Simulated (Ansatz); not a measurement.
Which isomer of C2H5NOSi gives these data?

These gas-phase data were calculated for one isomer of C2H5NOSi at B3LYP/def2-SVP (harmonic, unscaled wavenumbers; equilibrium rotational constants with average atomic masses):

| Quantity | Value |
| --- | --- |
| rotational constants | 7.169, 2.504, 1.971 GHz |
| all wavenumbers above 1500 cm⁻¹ | 3121, 3075, 3001, 2327, 2301, 2244 |

Candidates:

(1) `C#C[Si@H](N)O`, a singlet
(2) `C[Si@H](O)C#N`, a singlet
(3) `CO[SiH2]C#N`, a singlet

Problem. Which candidate do the data belong to?

Solution. Candidate (3). No mode falls between 3300 and 4000 cm⁻¹, where the O–H stretch of (1), (2) would stand.

The same quantities for all candidates:

```tsv
	rotational constants (GHz)	wavenumbers above 1500 cm⁻¹	E above the lowest, B3LYP/def2-SVP (kcal/mol)
(1)	6.316, 2.827, 2.156	3861, 3660, 3567, 3455, 2239, 2150, 1541	21.2
(2)	5.691, 2.872, 2.133	3875, 3128, 3124, 3031, 2325, 2291	0.0
(3)	7.169, 2.504, 1.971	3121, 3075, 3001, 2327, 2301, 2244	19.9
```

Harmonic stretches to hydrogen usually lie a few per cent above observed fundamentals. Each candidate is one conformer. Programs: Ansatz 0.2.0.
